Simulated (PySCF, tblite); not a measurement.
A database entry of computed molecular properties. Lists by class give the value and the number of equivalent atoms.

```json
{
 "formula": "C9H9",
 "smiles": "C#CC#C[C@H]([C]=C)CC",
 "inchi": "InChI=1S/C9H9/c1-4-7-8-9(5-2)6-3/h1,9H,2,6H2,3H3/t9-/m1/s1",
 "charge": 0,
 "multiplicity": 2,
 "geometry_level": "GFN2-xTB",
 "atoms_angstrom": [
  ["C", 4.633, 0.764, 0.35],
  ["C", 3.478, 0.609, 0.042],
  ["C", 2.176, 0.427, -0.296],
  ["C", 1.038, 0.214, -0.648],
  ["C", -0.375, 0.048, -0.935],
  ["C", -1.101, 1.084, -0.189],
  ["C", -0.962, 2.075, 0.628],
  ["C", -0.851, -1.364, -0.538],
  ["C", -2.321, -1.564, -0.88],
  ["H", 5.637, 0.897, 0.617],
  ["H", -0.545, 0.193, -2.011],
  ["H", -0.003, 2.43, 1.012],
  ["H", -1.814, 2.633, 0.99],
  ["H", -0.239, -2.103, -1.062],
  ["H", -0.696, -1.497, 0.535],
  ["H", -2.926, -0.811, -0.379],
  ["H", -2.483, -1.478, -1.953],
  ["H", -2.655, -2.548, -0.56]
 ],
 "electronic_structure_code": "PySCF",
 "results": {
  "GFN2-xTB geometry": {
   "point_group": "C1",
   "rotational_constants_GHz": [3.084, 0.784, 0.65]
  },
  "GFN2-xTB harmonic vibrations, gas phase": {
   "strongest_ir_bands_cm-1_km_per_mol_modes": [
    [1807.0, 66.5, 1],
    [2312.8, 50.3, 1],
    [2872.1, 33.8, 1],
    [2970.8, 35.6, 1],
    [3025.2, 49.0, 1],
    [3036.8, 65.8, 2]
   ],
   "zpe_kcal_per_mol": 86.7
  },
  "UKS B3LYP, pcH-1 on C H, non-relativistic, mean-field spin-orbit, GIAO": {
   "g_iso": 2.00221,
   "g_tensor": [2.00157, 2.00213, 2.00292],
   "s2": 0.759,
   "a_iso_by_class_MHz": [
    ["13C", 264.0, 1],
    ["1H", 174.9, 1],
    ["1H", 116.4, 1],
    ["13C", 74.2, 1],
    ["13C", 23.1, 1]
   ],
   "spin_populations_mulliken_by_atom": [0.04, -0.02, 0.06, 0.0, -0.04, 0.97, -0.16, 0.01, 0.01, 0.0, 0.01, 0.09, 0.04, 0.0, 0.0, 0.0, 0.0, 0.0]
  }
 }
}
```

At 9.50 GHz, hν = g·μB·B₀ (B₀ the magnetic field) puts the centre of the isotropic spectrum, to first order, at 339.0 mT. ⟨S²⟩ is 0.009 above the pure-spin value S(S + 1) = 0.75. g_iso is shifted by about -110 ppm from the free-electron value 2.002319; the principal values span 0.0014. The rotational constants make it an asymmetric top with κ = (2B − A − C)/(A − C) = -0.89, nearer the prolate limit (−1). The zero-point energy, half the sum of the 48 harmonic wavenumbers, equals 30330 cm⁻¹ or 363 kJ/mol.

 In GFN2-xTB open shells enter through the occupations alone, without spin polarisation, so single modes can be far off. Hyperfine couplings depend on the geometry, which wasn't re-optimised at a DFT level. Couplings of like nuclei are plain means over topologically equivalent atoms, as if these changed places fast (by rotation of a methyl-like group, say); in this geometry the members of some sets differ.

Shape of the structure used: `[CH:1]#[C:2][C:3]#[C:4][C@H:5]([C:6]=[CH2:7])[CH2:8][CH3:9]`: C4–C5–C6–C7 -1°, C4–C5–C8–C9 -178°.

One conformer stands for the species.
